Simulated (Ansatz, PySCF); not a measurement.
C4H8OSi, SMILES CC1=C[C@H]([SiH3])O1. Atoms are numbered in the order given.

```xyz
14

C      2.5839     0.6124     0.5494
C      1.3095     0.1674    -0.0578
C      0.5161     0.4169    -1.1203
C     -0.4432    -0.6057    -0.5560
Si    -2.0677     0.0456     0.1850
O      0.5286    -0.8080     0.5444
H      2.4093     1.0268     1.5564
H      3.2803    -0.2356     0.6583
H      3.0567     1.3832    -0.0747
H      0.5303     1.0773    -1.9823
H     -0.5619    -1.5425    -1.1274
H     -1.7595     1.2350     1.0247
H     -2.7247    -1.0097     1.0092
H     -2.9924     0.4341    -0.9216
```
Charge 0, spin multiplicity 1.

Geometry optimised at B3LYP-D3(BJ)/def2-SVP. The structure was generated by enumeration; whether it is a known compound was not checked.

Two levels are set side by side: PBE-D3(BJ)/def2-SVP (Ansatz, an electronic-structure program) and B3LYP-D3(BJ)/def2-SVP (Ansatz). Each level has its own optimised geometry; the coordinates shown are those of the second. Frequencies come from the Hessian of PySCF at each geometry. Differences are taken from unrounded values.

| quantity | B3LYP-D3(BJ) |
|---|---|
| mean bond length (Å) | 1.363 |
| bond C1–C2 (Å) | 1.480 |
| bond C2–C3 (Å) | 1.349 |
| bond C2–O6 (Å) | 1.387 |
| bond C3–C4 (Å) | 1.511 |
| bond C4–Si5 (Å) | 1.901 |
| bond C4–O6 (Å) | 1.482 |
| bond C1–H7 (Å) | 1.103 |
| bond C1–H8 (Å) | 1.103 |
| bond C1–H9 (Å) | 1.099 |
| bond C3–H10 (Å) | 1.086 |
| bond C4–H11 (Å) | 1.104 |
| bond Si5–H12 (Å) | 1.488 |
| bond Si5–H13 (Å) | 1.491 |
| bond Si5–H14 (Å) | 1.494 |
| highest harmonic wavenumber (cm⁻¹) | 3277 |
| mean harmonic wavenumber (cm⁻¹) | 1281 |
| zero-point energy (kcal/mol) | 65.93 |

What does PBE-D3(BJ) give, and how far is it from B3LYP-D3(BJ)? (An estimate is asked for; the answer gives what the named calculation found.)


```json
[
 {"quantity": "mean bond length (Å)", "PBE-D3(BJ)": "1.370", "PBE-D3(BJ) minus B3LYP-D3(BJ)": "0.008"},
 {"quantity": "bond C1–C2 (Å)", "PBE-D3(BJ)": "1.481", "PBE-D3(BJ) minus B3LYP-D3(BJ)": "0.001"},
 {"quantity": "bond C2–C3 (Å)", "PBE-D3(BJ)": "1.360", "PBE-D3(BJ) minus B3LYP-D3(BJ)": "0.011"},
 {"quantity": "bond C2–O6 (Å)", "PBE-D3(BJ)": "1.395", "PBE-D3(BJ) minus B3LYP-D3(BJ)": "0.008"},
 {"quantity": "bond C3–C4 (Å)", "PBE-D3(BJ)": "1.509", "PBE-D3(BJ) minus B3LYP-D3(BJ)": "-0.002"},
 {"quantity": "bond C4–Si5 (Å)", "PBE-D3(BJ)": "1.908", "PBE-D3(BJ) minus B3LYP-D3(BJ)": "0.008"},
 {"quantity": "bond C4–O6 (Å)", "PBE-D3(BJ)": "1.488", "PBE-D3(BJ) minus B3LYP-D3(BJ)": "0.006"},
 {"quantity": "bond C1–H7 (Å)", "PBE-D3(BJ)": "1.110", "PBE-D3(BJ) minus B3LYP-D3(BJ)": "0.008"},
 {"quantity": "bond C1–H8 (Å)", "PBE-D3(BJ)": "1.110", "PBE-D3(BJ) minus B3LYP-D3(BJ)": "0.008"},
 {"quantity": "bond C1–H9 (Å)", "PBE-D3(BJ)": "1.106", "PBE-D3(BJ) minus B3LYP-D3(BJ)": "0.007"},
 {"quantity": "bond C3–H10 (Å)", "PBE-D3(BJ)": "1.094", "PBE-D3(BJ) minus B3LYP-D3(BJ)": "0.008"},
 {"quantity": "bond C4–H11 (Å)", "PBE-D3(BJ)": "1.112", "PBE-D3(BJ) minus B3LYP-D3(BJ)": "0.009"},
 {"quantity": "bond Si5–H12 (Å)", "PBE-D3(BJ)": "1.501", "PBE-D3(BJ) minus B3LYP-D3(BJ)": "0.013"},
 {"quantity": "bond Si5–H13 (Å)", "PBE-D3(BJ)": "1.505", "PBE-D3(BJ) minus B3LYP-D3(BJ)": "0.013"},
 {"quantity": "bond Si5–H14 (Å)", "PBE-D3(BJ)": "1.506", "PBE-D3(BJ) minus B3LYP-D3(BJ)": "0.013"},
 {"quantity": "highest harmonic wavenumber (cm⁻¹)", "PBE-D3(BJ)": "3215", "PBE-D3(BJ) minus B3LYP-D3(BJ)": "-62"},
 {"quantity": "mean harmonic wavenumber (cm⁻¹)", "PBE-D3(BJ)": "1244", "PBE-D3(BJ) minus B3LYP-D3(BJ)": "-37"},
 {"quantity": "zero-point energy (kcal/mol)", "PBE-D3(BJ)": "64.04", "PBE-D3(BJ) minus B3LYP-D3(BJ)": "-1.89"}
]
```

Exact exchange shortens and stiffens bonds; PBE has none. Differences between two approximate levels are no errors against the true value.
